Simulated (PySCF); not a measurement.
Isomers of C3H4O. Gas-phase values, no solvent. One relaxed conformer stands for each flexible species; it need not be the lowest. Strings in code marks are SMILES.

The HOMO–LUMO gap from two functionals at the same geometries (B3LYP-D3(BJ)/def2-TZVP), both in PySCF: PBE-D3(BJ)/def2-TZVP and B3LYP-D3(BJ)/def2-TZVP. B3LYP has the VWN-RPA correlation part, as in Gaussian. 

```tsv
species	PBE-D3(BJ)/def2-TZVP (eV)
`O=C1CC1`	3.42
`O=C=CC`	3.41
`CC#CO`	5.10
`C#CCO`	5.80
```

Q: What does B3LYP-D3(BJ)/def2-TZVP give for each?

A: 
- `O=C1CC1`: 5.57
- `O=C=CC`: 5.30
- `CC#CO`: 6.68
- `C#CCO`: 7.72
Over these rows, drawn at random from the members with no instability flagged (it was tested for open shells, ions and some series alone), PBE minus B3LYP-D3(BJ): mean -1.88 eV, from -2.14 eV to -1.59 eV.
